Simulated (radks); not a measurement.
Question: These are the eigenvalues of the occupied orbitals of an atom or ion with whole-number occupations (eV). All-electron calculation, Dirac Kohn-Sham, PBE, spin-unpolarised, spherical densities, point nucleus. Program: a radial shooting solver on a logarithmic mesh with Libxc functionals.

| orbital | eigenvalue |
|---|---|
| 1s1/2 | -87989.23 |
| 2s1/2 | -15729.97 |
| 2p1/2 | -15103.98 |
| 2p3/2 | -12914.02 |
| 3s1/2 | -3781.300 |
| 3p1/2 | -3499.318 |
| 3p3/2 | -3010.686 |
| 3d3/2 | -2548.202 |
| 3d5/2 | -2444.251 |
| 4s1/2 | -861.9930 |
| 4p1/2 | -740.0202 |
| 4p3/2 | -620.4162 |
| 4d3/2 | -422.0323 |
| 4d5/2 | -399.7160 |
| 5s1/2 | -151.4157 |
| 4f5/2 | -142.9420 |
| 4f7/2 | -137.9114 |
| 5p1/2 | -109.8473 |
| 5p3/2 | -87.5101 |
| 5d3/2 | -30.3601 |
| 5d5/2 | -27.7676 |
| 6s1/2 | -19.1936 |
| 6p1/2 | -11.2258 |
| 6p3/2 | -9.3747 |

Which element is it, and in what charge state? The configuration may be excited. Open shells, if any, are shared by 2j + 1.

Answer: Z = 82, lead, charge +1: Pb+ in [Hg] 6p1. The list shows which subshells hold electrons but not how many an open one holds; the 1s level, -3233.5 hartree, gives Z - s = 80.4 by -(Z - s)^2/2, which with screening and relativity narrows Z to a few neighbours, and the depths of the outer levels then fix element, charge and occupations together.
